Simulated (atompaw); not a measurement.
# u(r) = r·R(r): atom against pseudo-atom (S (Z = 16))

Columns: radius, all-electron u(r) and pseudo u(r) of the 3p shell (level -7.02 eV) of sulfur in the configuration [Ne] 3s2 3p4; PBE, non-relativistic, PAW (atompaw) scheme, atompaw 4.2.0.5.

```
r (bohr)  all-electron   pseudo
   0.062        0.0824  -0.0040
   0.123        0.2047  -0.0155
   0.185        0.2926  -0.0346
   0.246        0.3286  -0.0602
   0.308        0.3193  -0.0924
   0.369        0.2758  -0.1292
   0.431        0.2081  -0.1710
   0.492        0.1275  -0.2152
   0.554        0.0384  -0.2623
   0.615       -0.0511  -0.3096
   0.677       -0.1402  -0.3576
   0.738       -0.2237  -0.4040
   0.800       -0.3026  -0.4493
   0.862       -0.3746  -0.4921
   0.923       -0.4384  -0.5312
   0.985       -0.4961  -0.5674
   1.046       -0.5459  -0.5995
   1.108       -0.5896  -0.6282
   1.169       -0.6259  -0.6527
   1.231       -0.6565  -0.6739
   1.292       -0.6808  -0.6913
   1.354       -0.6999  -0.7055
   1.415       -0.7138  -0.7163
   1.477       -0.7234  -0.7242
   1.538       -0.7289  -0.7290
   1.600       -0.7309  -0.7309
```

Question: How many radial nodes do the two functions have?

Answer: The all-electron 3p function has n − l − 1 = 1; the pseudo-wave has 0, since the states of the same l below it are removed with the core.

Question: Is the pseudo-wave norm-conserving?

Answer: No, it belongs to a PAW set: the norm inside the radius is not constrained, and the difference is carried by the augmentation charge.
